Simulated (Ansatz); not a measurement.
A nudged elastic band was laid between two geometries of BH$_{6}$NOSi (10 atoms, charge 0, multiplicity 1).

Computed with Ansatz 0.2.0, RKS BLYP/def2-SVP.

```
movable images  : 5
climbing image  : yes
spring          : 5.0 eV/Å²
optimiser       : quadratic models (default)
start path      : through a guess of the saddle point
force threshold : 0.2 eV/Å
iteration limit : 60
end points      : relaxed
```

Initial state:

```xyz
10
Properties=species:S:1:pos:R:3
B -1.804 1.053 0.044
O -0.800 0.360 -0.546
Si 0.859 0.113 -0.179
N 1.276 -1.541 0.106
H -1.604 1.689 1.070
H -2.906 1.019 -0.473
H 1.179 0.897 1.055
H 1.588 0.572 -1.396
H 1.273 -2.215 -0.664
H 1.022 -1.997 0.987
```

Final state:

```xyz
10
Properties=species:S:1:pos:R:3
B -1.805 1.055 0.044
O -0.805 0.352 -0.542
Si 0.857 0.110 -0.179
N 1.280 -1.541 0.106
H -2.911 1.010 -0.465
H -1.598 1.706 1.058
H 1.178 0.897 1.053
H 1.580 0.572 -1.398
H 1.273 -2.218 -0.663
H 1.033 -1.995 0.989
```

Which bonds break or form, and what moves?

No bond is made or broken. The dihedral H6–B1–O2–Si3 changes from -179 to 0° by way of a nearly straight angle B1–O2–Si3 (up to 165°), not by a turn about the bond. The two ends are copies of one structure, up to a mirror image or an exchange of like atoms.

Give the energies along the band, and the barrier.

The run converged. The highest image is number 4 of 0 to 6, 11.7 kJ/mol above the ends, which have the same energy within 2 meV. The threshold of 0.2 eV/Å is loose, so the images may lie well off the minimum-energy path. The order of the stationary point at the top wasn't checked.

| image | path coordinate (Å) | energy (kJ/mol) | angle B1–O2–Si3 (°) |
| --- | --- | --- | --- |
| 0 | 0.00 | 0.0 | 134 |
| 1 | 0.99 | 1.7 | 135 |
| 2 | 1.99 | 2.4 | 136 |
| 3 | 2.98 | 2.2 | 146 |
| 4 | 3.97 | 11.7 | 165 |
| 5 | 4.84 | 4.1 | 144 |
| 6 | 5.71 | 0.0 | 134 |

What is the geometry of the highest image?


```xyz
10
Properties=species:S:1:pos:R:3
B -1.885 1.113 -0.076
O -0.669 0.538 -0.185
Si 0.951 0.106 0.017
N 1.257 -1.595 0.073
H -2.257 1.893 -0.938
H -2.607 0.845 0.871
H 1.379 0.719 1.312
H 1.709 0.642 -1.154
H 1.260 -2.152 -0.785
H 0.945 -2.160 0.868
```

The run took 3.2 min on 1 thread of Arm Neoverse V1, with other jobs on the host, peak memory 0.12 GiB.
